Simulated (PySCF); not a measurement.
Basis-set dependence of population analyses: `[NH3+][BH2-]C(Cl)(Cl)Cl`

CH₅BCl₃N.
Geometry (PBE0-D3(BJ)/def2-SVP, Å), atoms numbered from 1 in this order:
```
atom  x, y, z in Å
N1    -1.3319    0.1101   -0.0870
B2     0.0630   -0.5378   -0.5617
C3     1.1824    0.1733    0.3697
Cl4    2.7997   -0.4126   -0.0133
Cl5    1.1335    1.9713    0.1478
Cl6    0.8348   -0.1393    2.1201
H7    -1.4701   -0.0713    0.9121
H8    -1.2956    1.1265   -0.2128
H9    -2.1229   -0.2652   -0.6092
H10    0.0087   -1.7337   -0.3387
H11    0.2245   -0.2461   -1.7328
```

PBE0 throughout (PySCF), one geometry, spherical d and f functions. Isolated species at its PBE0-D3(BJ)/def2-SVP geometry, gas phase. Atoms taken as equivalent share a column and are averaged.

Mulliken charges (e):

| basis | functions | N1 | B2 | C3 | Cl4/Cl5/Cl6 | H7/H8/H9 | H10/H11 |
| --- | --- | --- | --- | --- | --- | --- | --- |
| pcSseg-0 | 76 | -0.837 | +0.267 | -0.913 | +0.080 | +0.370 | +0.067 |
| 6-31G* | 106 | -0.876 | +0.067 | -0.421 | +0.007 | +0.406 | -0.004 |
| cc-pVDZ | 121 | +0.080 | -0.055 | -0.314 | -0.027 | +0.141 | -0.026 |
| def2-SVP | 121 | -0.011 | -0.039 | -0.135 | -0.083 | +0.159 | -0.022 |
| aug-cc-pVDZ | 195 | -0.026 | -0.731 | -0.619 | -0.078 | +0.087 | +0.673 |
| 6-311+G(2d,p) | 216 | -0.782 | -0.224 | +0.943 | -0.312 | +0.331 | +0.004 |
| def2-TZVP | 234 | -0.407 | -0.400 | +0.235 | -0.112 | +0.289 | +0.021 |
| cc-pVTZ | 262 | -0.018 | -0.267 | +0.020 | -0.099 | +0.169 | +0.028 |
| IGLO-III | 287 | -0.525 | -0.081 | -0.264 | +0.018 | +0.286 | -0.021 |
| pcSseg-2 | 307 | -0.193 | -0.025 | +0.087 | -0.122 | +0.185 | -0.028 |

IAO charges (e):

| basis | functions | N1 | B2 | C3 | Cl4/Cl5/Cl6 | H7/H8/H9 | H10/H11 |
| --- | --- | --- | --- | --- | --- | --- | --- |
| pcSseg-0 | 76 | -0.414 | -0.218 | -0.122 | -0.049 | +0.299 | +0.002 |
| 6-31G* | 106 | -0.426 | -0.203 | -0.069 | -0.064 | +0.299 | -0.003 |
| cc-pVDZ | 121 | -0.418 | -0.221 | -0.050 | -0.068 | +0.298 | -0.001 |
| def2-SVP | 121 | -0.409 | -0.214 | -0.058 | -0.064 | +0.296 | -0.007 |
| aug-cc-pVDZ | 195 | -0.435 | -0.221 | -0.046 | -0.070 | +0.304 | 0.000 |
| 6-311+G(2d,p) | 216 | -0.440 | -0.218 | -0.059 | -0.066 | +0.305 | 0.000 |
| def2-TZVP | 234 | -0.441 | -0.216 | -0.059 | -0.065 | +0.305 | -0.002 |
| cc-pVTZ | 262 | -0.441 | -0.217 | -0.053 | -0.067 | +0.305 | -0.001 |
| IGLO-III | 287 | -0.442 | -0.217 | -0.065 | -0.063 | +0.305 | -0.002 |
| pcSseg-2 | 307 | -0.441 | -0.216 | -0.059 | -0.065 | +0.305 | -0.001 |

Hirshfeld charges (e):

| basis | functions | N1 | B2 | C3 | Cl4/Cl5/Cl6 | H7/H8/H9 | H10/H11 |
| --- | --- | --- | --- | --- | --- | --- | --- |
| pcSseg-0 | 76 | -0.052 | -0.083 | +0.046 | -0.059 | +0.153 | -0.097 |
| 6-31G* | 106 | -0.052 | -0.060 | +0.065 | -0.080 | +0.155 | -0.089 |
| cc-pVDZ | 121 | -0.071 | -0.070 | +0.042 | -0.061 | +0.157 | -0.094 |
| def2-SVP | 121 | -0.074 | -0.081 | +0.041 | -0.054 | +0.157 | -0.097 |
| aug-cc-pVDZ | 195 | -0.103 | -0.067 | +0.016 | -0.046 | +0.155 | -0.087 |
| 6-311+G(2d,p) | 216 | -0.096 | -0.061 | +0.009 | -0.048 | +0.155 | -0.087 |
| def2-TZVP | 234 | -0.096 | -0.066 | +0.021 | -0.051 | +0.157 | -0.089 |
| cc-pVTZ | 262 | -0.095 | -0.064 | +0.025 | -0.053 | +0.157 | -0.090 |
| IGLO-III | 287 | -0.107 | -0.073 | +0.014 | -0.039 | +0.154 | -0.090 |
| pcSseg-2 | 307 | -0.105 | -0.066 | +0.020 | -0.048 | +0.156 | -0.088 |

ESP-fitted charges (e):

```csv
basis,functions,N1,B2,C3,Cl4/Cl5/Cl6,H7/H8/H9,H10/H11
pcSseg-0,76,-0.498,-0.086,-0.031,-0.077,+0.322,-0.060
6-31G*,106,-0.520,+0.016,-0.350,+0.003,+0.321,-0.058
cc-pVDZ,121,-0.476,-0.004,-0.386,+0.017,+0.309,-0.055
def2-SVP,121,-0.415,-0.081,-0.309,+0.009,+0.292,-0.049
aug-cc-pVDZ,195,-0.562,+0.113,-0.383,+0.013,+0.318,-0.081
"6-311+G(2d,p)",216,-0.598,+0.101,-0.434,+0.026,+0.332,-0.070
def2-TZVP,234,-0.556,+0.072,-0.374,+0.015,+0.320,-0.074
cc-pVTZ,262,-0.561,+0.080,-0.361,+0.011,+0.321,-0.076
IGLO-III,287,-0.557,+0.097,-0.527,+0.057,+0.318,-0.069
pcSseg-2,307,-0.575,+0.116,-0.341,+0.001,+0.323,-0.086
```

Some averages cover members that differ in this geometry, most widely: Cl4/Cl5/Cl6, Mulliken in 6-311+G(2d,p) -0.537 to +0.137; H7/H8/H9, Mulliken in aug-cc-pVDZ +0.021 to +0.121; Cl4/Cl5/Cl6, Mulliken in IGLO-III -0.011 to +0.077; Cl4/Cl5/Cl6, Mulliken in 6-31G* -0.021 to +0.063 e.

Task: Which scheme is steadiest as the basis changes?

Result: Largest range over the bases for any column: Hirshfeld 0.06 e, IAO 0.08 e, ESP-fitted 0.50 e, Mulliken 1.86 e. Hirshfeld charges move least and Mulliken charges most, counted in e.

Task: How much do the charges still move between the two largest bases, IGLO-III and pcSseg-2?

Result: At most, over all atoms: Mulliken 0.351 e, IAO 0.006 e, Hirshfeld 0.009 e, ESP-fitted 0.186 e.

Task: What do the same runs give for the total energy, the frontier levels and the dipole moment?

Result: 
| basis | energy (Eh) | HOMO (eV) | LUMO (eV) | μ (D) |
| --- | --- | --- | --- | --- |
| pcSseg-0 | -1498.8849 | -8.22 | -0.17 | 6.18 |
| 6-31G* | -1500.6723 | -8.01 | -0.36 | 5.89 |
| cc-pVDZ | -1500.7614 | -7.97 | -0.17 | 5.75 |
| def2-SVP | -1500.2169 | -7.87 | 0.25 | 5.61 |
| aug-cc-pVDZ | -1500.7799 | -8.14 | -0.87 | 5.47 |
| 6-311+G(2d,p) | -1500.8152 | -8.14 | -0.76 | 5.56 |
| def2-TZVP | -1500.8272 | -8.07 | -0.42 | 5.51 |
| cc-pVTZ | -1500.8463 | -8.08 | -0.41 | 5.53 |
| IGLO-III | -1500.8205 | -8.03 | -0.35 | 5.33 |
| pcSseg-2 | -1500.8557 | -8.13 | -0.52 | 5.61 |

The dipole is fixed by the density alone, so its range of 0.85 D shows that the density itself changes with the basis, not only its division among atoms.
